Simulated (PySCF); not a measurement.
W(O)3 cation (O3W), SMILES [O]=[W](=[O])=[O] (connectivity only; charge and spin as stated), charge +1, multiplicity 2.

Geometry: B3LYP-D3(BJ)/def2-TZVP. The geometry has at least one imaginary mode, so it is a saddle point at that level. The spin state was assumed, not searched. The isomer is the one that the SMILES or the coordinates give; other isomers of the formula were not compared. The def2 effective core potentials stand for the cores of W; spin–orbit coupling is left out.

The numbers are results of r2SCAN/def2-TZVPD run with PySCF, not measurements.

Gas-phase values at a fixed geometry.

- total energy = -292.45737 hartree
- point group = C2v
- α spin, highest occupied and lowest empty level = -15.05 and -12.93 eV
- β spin, highest occupied and lowest empty level = -15.00 and -13.48 eV
- dipole moment about the centre of nuclear charge = 1.37 D
- mean static polarisability = 39.7 bohr³ (5.88 Å³)
- polarisability, principal values = 25.1, 45.8, 48.1 bohr³
- ⟨S²⟩ = 0.763 (pure state 0.75)
